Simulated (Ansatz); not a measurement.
A structure relaxed at B3LYP-D4/def2-SVP in Ansatz, charge 0, doublet:

```xyz
9

Rb    2.6102    2.6274    3.5144
Rb   -1.1132    1.7197   -0.1629
Rb   -2.1856   -0.2870   -4.5144
Rb   -0.9755   -3.6758   -1.2499
Rb    1.4053   -1.1074    2.6127
H     0.7490    1.6510    1.8308
H    -1.7884   -2.6819   -3.5325
H    -1.8235    1.5587   -2.6885
H     3.1217    0.1954    4.1904
```

Q: Give its formula.

A: Rb₅H₄.

Q: Summarise the bond lengths by kind (pairs closer than 1.2 times the sum of covalent radii, bridged metal pairs left out).

A: 1 × Rb–Rb 5.21 Å; 9 × H–Rb 2.58 to 2.94 Å.

In the def2 sets Rb takes a core potential; there is no spin–orbit coupling. The relaxation made no stability test and no search for a lower SCF solution. Another isomer (doublet) lies 0.91 eV lower at PBE0-D4/def2-TZVP; other spin states weren't run for this one.
